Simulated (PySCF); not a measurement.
# Finite-field polarisability of Ga (gallium, neutral)

[Ar] 3d10 4s2 4p1, 2P determinant. All numbers are calculated (PySCF 2.14, a scalar-relativistic core potential, in aug-cc-pVQZ-PP with ECP10MDF (7s6p5d3f2g, 89 functions)). Frozen: 3s2 3p6 3d10. Energy changes in a uniform field (μhartree):

```csv
axis,F (au),HF,MP2,CCSD,CCSD(T)
x,0.0021,-100.404,-99.724,-97.964,-98.160
x,0.0042,-402.188,-399.470,-392.395,-393.185
y,0.0016,-104.178,-101.299,-99.903,-99.939
y,0.0032,-418.684,-407.007,-401.335,-401.472
```

By symmetry the remaining axis equals x.

Q: Derive α along x at CCSD(T) from the two fields.

A: With ΔE = −αF²/2 − γF⁴/24, α = −(16 ΔE(F) − ΔE(2F))/(6F²) = 44.50 bohr³.

Q: And the mean polarisability at each level?

A: The components xx, yy, zz at CCSD(T) are 44.50, 77.97, 44.50, the third axis being equal by symmetry to one of the two computed. Means: HF 57.43, MP2 56.48, CCSD 55.58, CCSD(T) 55.65 bohr³. Reference: 50 ± 3 bohr³ (recommended; Schwerdtfeger and Nagle, table of static dipole polarizabilities (2023 update)).

CCSD(T) lies more than 5 % above the reference; correlation of the frozen inner shells, absent here, would lower it.
